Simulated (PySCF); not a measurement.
YbH2 relaxed at several levels

Computed with PySCF 2.14.0, PBE0, def2-SVP on the ligands, density fitting, scalar-relativistic core potentials, no spin-orbit coupling, vacuum. Each row is relaxed at its own level from the same template. Distances are means of the shortest metal–ligand contacts, charges and spins Mulliken's; removal energies are rigid, with the ligand's formal charge and no counterpoise, so too large; for an anion taken off a cation in vacuum most of it is the attraction of opposite charges, and multiply charged cations can part far more cheaply with an electron moved from ligand to metal. lcecp potentials hold a fixed number of 4f electrons in the core, out of states, spins and gaps.

| level | basis on the metal | point group | M–H (Å) | charge on M (e) | dipole (D) | HOMO–LUMO gap (eV) | removal of one H (eV) | strongest infrared band, degenerate modes summed (cm⁻¹) | unstable modes (below −25 cm⁻¹) |
| --- | --- | --- | --- | --- | --- | --- | --- | --- | --- |
| PBE0 | def2-SVP with ECP28 | C2v | 2.073 | 0.65 | 5.08 | 3.79 | 8.55 | 1242 | 0 |

Problem. What does the calculation give for PBE0, lcecp-0-SVP with ECP60?

Solution. point group: C2v, M–H (Å): 2.122, charge on M (e): 0.33, dipole (D): 5.74, removal of one H (eV): 8.37, strongest infrared band, degenerate modes summed (cm⁻¹): 1210, unstable modes (below −25 cm⁻¹): 0.
```xyz
3

Yb    0.0000    0.0000   -0.0410
H     1.8798    0.0000    0.9429
H    -1.8798    0.0000    0.9429
```

One start shape was tried for each, so a minimum needn't be the lowest isomer.
